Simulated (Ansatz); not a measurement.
`FB(F)S` → `F[B]S`• + F•  (homolysis of the B–F bond)

Calculated with Ansatz (gas phase, PBE0-D4/def2-TZVP geometries, no zero-point term in ΔE). CCSD(T)/CBS is extrapolated from def2-TZVPP and def2-QZVPP, frozen cores. Functionals use def2-TZVPP. Open shells (•) are unrestricted, without spin–orbit coupling. Spin–orbit coupling would lower the free atoms: a little for F. Each species was taken in one conformer, which may not be the lowest.

| level | ΔE (kJ/mol) |
| --- | --- |
| PBE0 | 688.5 |
| HF/cc-pV(D+d)Z | 524.2 |

Problem. What does CCSD(T)/CBS give? (An estimate is asked.)

Solution. Computed: +712.0 kJ/mol. The listed levels differ from it by -23.5, -187.8 kJ/mol.

Problem. What do rigid-rotor, harmonic-oscillator terms from PBE0-D4/def2-TZVP frequencies (298.15 K, 1 bar) make of the CCSD(T)/CBS value? (Estimate.)

Solution. Ansatz gave: ΔZPE = -12.8 kJ/mol, ΔH = +703.8 kJ/mol, ΔS = 143 J/(mol·K), ΔG = +661.1 kJ/mol. Open shells count their whole term as degenerate.

Largest T1 diagnostic among the species: 0.017.

From BLYP to BHLYP (50 % exact exchange), in def2-TZVPP and without D4, ΔE moves by −21.1 kJ/mol: exact exchange takes away binding that semilocal exchange gives to molecules. Leaving LDA and LC-ωPBE aside and taking each functional with its dispersion term where it has one, the values, not all of them listed here, spread over 41.6 kJ/mol, from BHLYP-D4 to ωB97M-V. LDA lies +99.4 kJ/mol from PBE without D4, its usual overbinding.

CCSD(T)/CBS has its own doubt, a few kJ/mol and more with outer-core shells, so smaller differences from it don't rank the levels.
